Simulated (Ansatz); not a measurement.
TiO₄, relaxed as a quintet with UKS PBE0-D4/def2-SVP in Ansatz, starting from the PBE0-D4/def2-SVP geometry of the neutral singlet. Force threshold 0.02 eV/Å.

The structure holds 2 bonds between oxygen atoms, so isomers without such links may lie far lower. The relaxation made no stability test and no search for a lower SCF solution. At PBE0-D4/def2-SVP a singlet of charge 0 lies 2.06 eV below the quintet, each at its own geometry. The structure comes from a short search, and lower isomers may exist.

Start:

```tsv
atom	x (Å)	y (Å)	z (Å)
Ti1	-0.001	0.000	0.000
O2	-0.546	0.950	1.435
O3	0.736	0.332	1.614
O4	0.227	-0.057	-1.789
O5	-0.415	-1.225	-1.259
```

| step | energy (eV) | largest force component (eV/Å) | SCF passes |
| --- | --- | --- | --- |
| 1 | -31272.6759 | 5.532 | 28 |
| 2 | -31274.7774 | 2.246 | 36 |
| 3 | -31275.2002 | 0.967 | 28 |
| 4 | -31275.2407 | 0.079 | 32 |
| 5 | -31275.2417 | 0.002 | 22 |

Force components are those of the run's own axes.

End:

```
atom   x (Å)   y (Å)   z (Å)
 Ti1  -0.001   0.000   0.000
  O2  -0.471   1.022   1.681
  O3   0.689   0.461   1.845
  O4   0.181  -0.212  -2.003
  O5  -0.399  -1.271  -1.523
```

By distances, no bond broke or formed. The bond that changes most is Ti1–O4, from 1.80 to 2.02 Å (atoms count from 1).

No frequencies were taken in this run, so the end may be a saddle point.

Hardware: 4 threads of Arm Neoverse V1 on a shared host. Wall time 8 s.
